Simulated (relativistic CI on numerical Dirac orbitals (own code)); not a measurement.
## Energy levels of Cs I

Method of calculation: Dirac-Coulomb-Breit CI, KLI orbitals optimised for each configuration, model QED, valence Slater integrals scaled by 0.85, configuration energies shifted to the measured levels that pair with them (semi-empirical) (own radial code, finite nucleus).

Configurations in the expansion (outside the closed core [Xe]): 6s, 6p, 5d, 7s, 7p, 6d, 8s, 8p, 7d, 5f, 5g, 4f, 8d, 6f. Levels of other configurations are missing.

The lowest level is 6s 2S_1/2, with 100 % of that term; Hund's rules for 6s give 2S with J = 1/2, in agreement.

```
No.  Configuration  Term    J  E (cm⁻¹)    %  Next component (%)  Landé g
  1             6s    2S  1/2       0.0  100                        2.002
  2             6p   2P°  1/2   11264.9  100                        0.666
  3             6p   2P°  3/2   11645.7  100                        1.334
  4             5d    2D  5/2   14510.0  100                        1.200
  5             5d    2D  3/2   14586.1  100                        0.800
  6             7s    2S  1/2   18535.5  100                        2.002
  7             7p   2P°  1/2   21793.7  100                        0.666
  8             7p   2P°  3/2   21918.1  100                        1.334
  9             6d    2D  5/2   22575.8  100                        1.200
 10             6d    2D  3/2   22644.7  100                        0.800
 11            8s‡    2S  1/2   24453.1  100                        2.002
 12            4f‡   2F°  7/2   25598.4  100                        1.143
 13            4f‡   2F°  5/2   25599.1  100                        0.857
 14            8p‡   2P°  1/2   26004.8  100                        0.666
 15            8p‡   2P°  3/2   26056.7  100                        1.334
 16            7d‡    2D  5/2   26271.8  100                        1.200
 17            7d‡    2D  3/2   26342.2  100                        0.800
 18            5g‡    2G  7/2   28064.5  100                        0.889
 19            5g‡    2G  9/2   28064.5  100                        1.111
 20            5f‡   2F°  7/2   28082.8  100                        1.143
 21            5f‡   2F°  5/2   28083.5  100                        0.857
 22            8d‡    2D  5/2   28203.7  100                        1.200
 23            8d‡    2D  3/2   28264.3  100                        0.800
 24            6f‡   2F°  7/2   29420.9  100                        1.143
 25            6f‡   2F°  5/2   29421.5  100                        0.857
```

Energies count from the lowest computed level; ° marks odd parity. ‡ marks configurations that were not tied to measured data.

The mean weight of the leading LS term, summed over parents, in these 25 levels is 100 %, and that of the leading jj configuration (from the same eigenvectors) 100 %.

Configurations whose levels could be paired with our table of measured levels were shifted onto them, all but the ground configuration, by the median error of their levels; single terms can still be off by 1,000 to 2,000 cm⁻¹ or more, and rates follow the energies as ν³ (E1, M1) or ν⁵ (E2). The others borrow a shift and can be off by several thousand cm⁻¹ or more. The fine structure of a lone outer electron comes out too small, for d and f at times inverted, and misplaced configurations move strength between like terms. 9 of the 9 excited levels that our extract of the measured tables holds in this range could be paired (the sources list more); they are missed by 57 cm⁻¹ on average and 87 at most, after the shifts were fitted to these levels, and levels without a partner can miss by more.
